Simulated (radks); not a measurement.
Values are calculated unless marked as measured or tabulated.
Ionisation of the bismuth ion Bi3+, [Hg], to Bi4+, [Xe] 4f14 5d10 6s1, under several functionals. Dirac Kohn-Sham, spin-unpolarised, spherical densities, point nucleus; a radial shooting solver on a logarithmic mesh with Libxc functionals.

| functional | E(Bi3+) (hartree) | Exc (hartree) | IE (eV) | -e(HOMO) (eV) | <r> HOMO (bohr) | IE error (eV) |
|---|---|---|---|---|---|---|
| exchange-only B88 | -21576.4157 | -394.4983 | 44.441 | 39.005 | 2.026 | -0.929 |
| BLYP | -21580.8424 | -398.9516 | 45.463 | 39.998 | 2.022 | +0.093 |
| RPBE | -21580.3313 | -398.4532 | 45.211 | 39.811 | 2.017 | -0.159 |
| AM05 | -21568.6806 | -386.6981 | 45.452 | 40.045 | 2.007 | +0.082 |
| LDA (Slater exchange, Perdew-Wang correlation) | -21568.1655 | -386.1709 | 45.896 | 40.446 | 2.009 | +0.526 |

NIST Atomic Spectra Database: 45.4 eV (measured). Closest: AM05. The Delta-SCF values span 1.46 eV, the total energies 12.68 hartree. The highest occupied level is 6s1/2. Spin polarisation and multiplet splitting are left out, so open shells lie too high by an amount that depends on their filling.

Beside tabulated values, note that spin-unpolarised runs miss the spin-polarisation part of the exchange energy of open shells.
